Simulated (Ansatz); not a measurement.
`[NH2][Cr]([NH2])(=[O])=[O]` + HCl → `[NH2][Cr](=[O])(=[O])[Cl]` + NH₃ at 400 K and 1 bar (ligand exchange at a Cr–N bond).

Calculated with Ansatz (gas phase, PBE0-D4/def2-TZVP geometries, no zero-point term in ΔE). CCSD(T)/CBS is the MP2 limit (def2-TZVPP, def2-QZVPP) plus CCSD(T) − MP2 in def2-TZVPP, frozen cores. This one scheme is used for every species. For Cr outer-core shells are correlated without core-valence functions, which leaves a few kJ/mol of doubt a bond. Scalar relativity is left out up to krypton. Each species was taken in one conformer, which may not be the lowest.

```
                     species  CCSD(T)/CBS energy (Eh)  H − E (kJ/mol)  S (J/(mol·K))
`[NH2][Cr]([NH2])(=[O])=[O]`              -1306.10483           185.6          382.0
                         HCl               -460.38127            29.6          195.4
 `[NH2][Cr](=[O])(=[O])[Cl]`              -1710.00232           120.3          359.4
                         NH₃                -56.50880           104.2          203.1
```

H − E and S are ideal-gas, rigid-rotor, harmonic terms from PBE0-D4/def2-TZVP, for one conformer and one mirror image of each species. 1 Eh = 2625.50 kJ/mol, R = 8.31446 J/(mol·K).

Question: By hand: ΔE, ΔH, ΔS and ΔG.

Answer: ΔE = (-1710.00232) + (-56.50880) − (-1306.10483) − (-460.38127) = -0.02502 Eh = -65.7 kJ/mol. Δ(H − E) = 120.3 + 104.2 − 185.6 − 29.6 = 9.3, so ΔH = -56.4 kJ/mol. ΔS = 359.4 + 203.1 − 382.0 − 195.4 = -14.9 J/(mol·K). ΔG = -56.4 − 400 × (-14.9)/1000 = -50.4 kJ/mol.

Question: By hand: the equilibrium constant, and the temperature at which ΔG would vanish if ΔH and ΔS stayed fixed.

Answer: log₁₀ K = −ΔG/(RT ln 10) = 6.6. ΔG = 0 at ΔH/ΔS = 3785 K, far beyond where these terms or the molecules hold.

The number of gas molecules stays the same, so ΔS is small and ΔH decides. A doubt of 5 kJ/mol in ΔE shifts log₁₀ K by 0.7 here. Other conformers and mirror images would add mixing entropy, several J/(mol·K) or more a flexible species. Modes under 60 cm⁻¹, often nearly free rotors, make the harmonic entropy too high. These are equilibria of isolated gas molecules and say nothing of rates. Largest T1 diagnostic: 0.035 (customary marks: 0.02 for closed shells, 0.045 for open ones).
